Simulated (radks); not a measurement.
The numbers below are computed, except where a source is named.
Correlation energies from several functionals, in hartree. Species: Eu [Xe] 4f7 6s2; S+ [Ne] 3s2 3p3; Ar3+ [Ne] 3s2 3p3; Bi3+ [Hg]. Level of theory: non-relativistic Kohn-Sham, PBE, spin-polarised, spherical densities, point nucleus (a radial shooting solver on a logarithmic mesh with Libxc functionals). Every spin shell is full or empty, so the densities are truly spherical. Functionals are evaluated on that one density, not self-consistently.

\begin{tabular}{lrrrr}
functional & Eu & S+ & Ar3+ & Bi3+ \\ \hline
PW92 & -6.1731 & -1.1567 & -1.2300 & -8.5235 \\
VWN5 & -6.1993 & -1.1627 & -1.2364 & -8.5580 \\
PZ & -6.1664 & -1.1512 & -1.2234 & -8.5314 \\
Wigner & -3.2905 & -0.69807 & -0.71119 & -4.3536 \\
Chachiyo & -6.0897 & -1.1333 & -1.2056 & -8.4332 \\
PBE & -3.5224 & -0.54127 & -0.56446 & -5.0126 \\
AM05 & -5.7796 & -1.0479 & -1.1158 & -8.0394 \\
revTPSS & -3.5633 & -0.56135 & -0.58411 & -5.0505 \\
r2SCAN & -3.5850 & -0.54465 & -0.56992 & -5.0548 \\
Tao-Mo & -3.4254 & -0.49507 & -0.51868 & -4.9044 \\
\end{tabular}
